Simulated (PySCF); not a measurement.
Bonds (- single, = double, # triple, : aromatic): C1-C2, C2:P3, P3:C4, C4:C5, C5:C6, C6-C7, C7=O8, C6:C9, C9-Si10, C9:C2. C1 carries H11, H12, H13; C4 carries H14; C5 carries H15; C7 carries H16; Si10 carries H17, H18, H19.

[PySCF 2.14: σ from GIAO-PBE0/pcSseg-1; structure optimised with PBE0-D3(BJ)/def2-SVP; single conformer; no relativistic terms; no solvent model; fast rotation and ring inversion assumed for equivalent nuclei]

Scale: TMS for $^{13}$C (reference shieldings calculated alike).

Problem. Do the $^{13}$C shifts follow the atomic charges (in e)? Tabulate both.

Solution. 
| atoms | hybridisation | δ (ppm) | σ para (ppm) | Hirshfeld | IAO | Mulliken | ESP-fitted |
| --- | --- | --- | --- | --- | --- | --- | --- |
| C7 | sp2 | 194.1 | -257 | +0.12 | +0.25 | +0.34 | +0.39 |
| C2 | sp2 | 187.0 | -265 | -0.04 | -0.19 | -0.56 | +0.54 |
| C4 | sp2 | 166.5 | -248 | -0.10 | -0.37 | -0.37 | +0.10 |
| C6 | sp2 | 143.5 | -218 | -0.02 | -0.05 | -0.36 | +0.33 |
| C9 | sp2 | 143.5 | -218 | -0.08 | -0.25 | -0.17 | -0.58 |
| C5 | sp2 | 134.2 | -200 | -0.03 | -0.11 | +0.07 | -0.49 |
| C1 | sp3 | 31.1 | -93 | -0.12 | -0.42 | -0.21 | -0.59 |

Correlation coefficients of δ with charge over these carbons: Hirshfeld +0.61, IAO +0.59, Mulliken +0.06, ESP-fitted +0.72; with the paramagnetic shielding -0.99. Among the 6 sp2 carbons alone: Hirshfeld +0.52, IAO +0.37, Mulliken +0.05, ESP-fitted +0.76. With so few points, grouped by hybridisation, these coefficients are fragile. Charge is one influence among several: hybridisation and low-lying excitations act through the paramagnetic term.

Shifts are as computed. Against solution values, carbons near 30 ppm lie about +2 ppm off and those near 130 ppm about +5 ppm. Of 1211 compounds with measured shifts, 218 miss one by over three times the rms of a fit or turn the order of signals round; such compounds aren't used in these exercises.
